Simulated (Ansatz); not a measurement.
Reactions of C3H5NO, SMILES `NC#CCO`.

Computed with Ansatz on PBE0-D4/def2-TZVP structures; ΔE is electronic, products minus reactants. CBS: MP2 limit from def2 TZ/QZ plus the TZ coupled-cluster correction, frozen cores. This one scheme is used for every species, atoms too. Open shells (•) are unrestricted, without spin–orbit coupling. Spin–orbit coupling would lower the free atoms: a little for C, O. def2 core potentials past Kr. For Te outer-core shells are correlated without core-valence functions, so the limit isn't a true one: a few kJ/mol of doubt a bond, and 10 to 20 or more in all where bonds break to atoms. Each species was taken in one conformer, which may not be the lowest.

(1) Order these by ΔE at CCSD(T)/CBS, lowest first. (Best estimate.)
A. `NC#CCO` + H₂Te → `NC#C[TeH]` + CH₃OH
B. `NC#CCO` → `OC1=NCC1`
C. `NC#CCO` → `COC=C=N`
D. `NC#CCO` → 3 C• + 5 H• + N• + O•
E. `NC#CCO` → `CC1(O)C=N1`

Largest T1 diagnostic: 0.014, for `COC=C=N`.

Answers

(1) B (-24.4 kcal/mol), E (-3.8 kcal/mol), A (-0.8 kcal/mol), C (+5.5 kcal/mol), D (+967.0 kcal/mol).
